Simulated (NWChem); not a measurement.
System: BPH$_{4}$; SMILES BP

```xyz
6

B      0.0048    -1.3097     0.0000
H     -0.0527    -1.9028    -1.0337
H     -0.0527    -1.9028     1.0337
P     -0.0908     0.5608     0.0000
H      0.7217     0.9708    -1.0833
H      0.7217     0.9708     1.0833
```
Atoms are numbered in this order, from 1.

Coordinates come from a B3LYP/6-31G* (spherical d) optimisation.

Symmetry labels are those of Cs in the frame above (b1 and b2, or b-type labels, depend on it).

### Question
List the 4 lowest vertical singlet excitations from PBE0/def2-SVPD, TDA (NWChem).

### Answer
```json
[
 {"state": "S1", "energy (eV)": "5.02", "oscillator strength": "0.126", "symmetry": "a'", "leading excitation (squared amplitude)": "HOMO → LUMO (0.86)"},
 {"state": "S2", "energy (eV)": "6.06", "oscillator strength": "0.001", "symmetry": "a\"", "leading excitation (squared amplitude)": "HOMO−1 → LUMO (0.98)"},
 {"state": "S3", "energy (eV)": "6.44", "oscillator strength": "0.072", "symmetry": "a'", "leading excitation (squared amplitude)": "HOMO−2 → LUMO (0.88)"},
 {"state": "S4", "energy (eV)": "6.81", "oscillator strength": "0.082", "symmetry": "a'", "leading excitation (squared amplitude)": "HOMO → LUMO+1 (0.96)"}
]
```
